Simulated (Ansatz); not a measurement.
Molecule: sum formula BHCl, net charge 0, doublet state. It need not be the lowest isomer of its formula. 
Coordinates optimised at B3LYP-D3(BJ)/def2-TZVP (Ansatz, a program for electronic structure):
SMILES: Cl[BH]
```xyz
3

B     -1.1616     0.4363     0.0257
Cl     0.4653    -0.1115    -0.0041
H     -2.1022    -0.2864    -0.0582
```
Charge 0, spin multiplicity 2.

Wanted: vertical electron affinity (to the triplet state of charge -1; a negative value means that the extra electron is unbound and the number depends on the basis; each state is the SCF solution reached for its spin), in eV. Cores are frozen in the correlated levels unless marked. Open shells are spin-unrestricted. No spin-orbit coupling. Non-relativistic. Anions need diffuse functions: aug- sets have them; def2-D sets add few. CBS(X,Y): correlation extrapolated as X^-3; Hartree-Fock from the larger set.

| level | program | vertical electron affinity (eV) | minus last row |
|---|---|---|---|
| HF/aug-cc-pV(D+d)Z | Ansatz | -0.53 | -0.57 |
| PBE/def2-TZVPD | Ansatz | 0.06 | 0.02 |
| B3LYP/def2-TZVPD | Ansatz | -0.03 | -0.07 |
| RI-MP2/aug-cc-pV(T+d)Z | Ansatz | -0.03 | -0.07 |
| RI-MP2/def2-QZVPPD | Ansatz | -0.06 | -0.10 |
| RI-MP2/CBS(aug-cc-pV(T+d)Z,aug-cc-pV(Q+d)Z) | Ansatz | 0.02 | -0.02 |
| CCSD/def2-SVPD | Ansatz | -0.26 | -0.30 |
| CCSD(T)/aug-cc-pV(D+d)Z | Ansatz | -0.10 | -0.14 |
| CCSD(T)/aug-cc-pV(Q+d)Z | Ansatz | 0.02 | -0.02 |
| CCSD(T)/CBS(aug-cc-pV(T+d)Z,aug-cc-pV(Q+d)Z) | Ansatz | 0.04 | 0.00 |
